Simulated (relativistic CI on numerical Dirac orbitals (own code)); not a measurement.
**Forbidden lines of I VI**

These numbers are calculated, not measured: Dirac-Coulomb-Breit CI, separate exchange-only KLI orbitals for each configuration, model QED (radiative potential, 1s self-energy scaled to tabulated hydrogen-like ionisation energies), valence Slater integrals scaled by 0.85, P86 correlation energy added to each configuration (own radial code, finite nucleus).

CI space (outside the closed core [Kr]): 4d10.5s2, 4d10.5s.5p, 4d10.5p2, 4d10.5s.5d, 4d10.5d2, 4d10.5s.5f, 4d10.4f2, 4d10.5s.5g, 4d10.5p.5d, 4d10.5s.4f, 4d10.4f.5p, 4d10.5s.6s, 4d10.5s.6p, 4d10.5f2, 4d9.5s2.4f, 4d10.5p.5f. Levels of other configurations are missing.

| λ vac (Å) | Lower | Upper | Type | A (s⁻¹) | E lower (cm⁻¹) | E upper (cm⁻¹) |
| --- | --- | --- | --- | --- | --- | --- |
| 541.83 | 4d10.4f.5p 3G_4 [37] | 4d10.4f2 1I_6 [85] | E2 | 1.32e+04 | 370773 | 555331 |
| 567.03 | 4d10.4f.5p 3G_3 [32] | 4d10.4f2 3H_4 [80] | E2 | 4.07e+04 | 367769 | 544127 |
| 575.86 | 4d10.4f.5p 3F_3 [36] | 4d10.4f2 3H_4 [80] | E2 | 1.61e+04 | 370473 | 544127 |
| 576.12 | 4d10.4f.5p 3F_3 [36] | 4d10.4f2 3H_5 [79] | E2 | 2.10e+04 | 370473 | 544049 |
| 577.11 | 4d10.4f.5p 3G_4 [37] | 4d10.4f2 3H_5 [79] | E2 | 4.51e+04 | 370773 | 544049 |
| 577.43 | 4d10.4f.5p 3G_4 [37] | 4d10.4f2 3H_6 [78] | E2 | 1.19e+04 | 370773 | 543955 |
| 582.42 | 4d10.4f.5p 3F_2 [38] | 4d10.4f2 3H_4 [80] | E2 | 4.48e+04 | 372428 | 544127 |
| 608.96 | 4d10.4f.5p 3G_3 [39] | 4d10.4f2 3H_5 [79] | E2 | 2.47e+04 | 379835 | 544049 |
| 610.53 | 4d10.4f.5p 1G_4 [47] | 4d10.4f2 1I_6 [85] | E2 | 8.48e+04 | 391539 | 555331 |
| 613.01 | 4d10.4f.5p 3F_4 [40] | 4d10.4f2 3H_5 [79] | E2 | 5.92e+03 | 380919 | 544049 |
| 613.36 | 4d10.4f.5p 3F_4 [40] | 4d10.4f2 3H_6 [78] | E2 | 4.16e+04 | 380919 | 543955 |
| 615.72 | 4d10.4f.5p 3G_5 [41] | 4d10.4f2 3H_5 [79] | E2 | 5.57e+03 | 381638 | 544049 |
| 616.08 | 4d10.4f.5p 3G_5 [41] | 4d10.4f2 3H_6 [78] | E2 | 4.52e+04 | 381638 | 543955 |
| 633.56 | 4d10.4f.5p 3D_3 [42] | 4d10.4f2 3H_5 [79] | E2 | 5.93e+03 | 386209 | 544049 |
| 655.70 | 4d10.4f.5p 1G_4 [47] | 4d10.4f2 3H_5 [79] | E2 | 2.74e+03 | 391539 | 544049 |
| 9984.3 | 4d10.5s.5p 3P°_1 [3] | 4d10.5s.5p 3P°_2 [4] | M1 | 1.32e+01 | 84651 | 94666 |

Terms are leading LS components. Brackets give the number of a level in order of energy, since labels repeat. The list gives strong lines, with weight on those to low levels, among the lowest 91 of 123 levels, so that lines to higher ones, which can be the strongest, are missing. Levels whose partners in the same complex of configurations lie outside the list can be far off, and so can their lines. Rates are taken at the computed energies, electric ones in the length gauge.

At this charge configurations can still be misplaced by up to about 7 % of their energy. Levels and lines within the n = 5 or 6 shells can be off by up to 10 % or somewhat more, and those that change n by about 2 %, since core polarisation is missing. 28 of the 36 excited levels that our extract of the measured tables holds in this range could be paired (the sources list more); they are missed by 3945 cm⁻¹ on average and 6822 at most, and levels without a partner can miss by more.

Question: From the table, what is the radiative lifetime of 4d10.4f2 3H_5?

Answer: The listed rates from this level add up to about 1.11e+05 s⁻¹, 100 % of its decay; with all channels τ = 8.98e-06 s.

LS names give the leading component of a level, which can be under half, so a name can repeat, a term be missing and a line seem to break the LS rules.
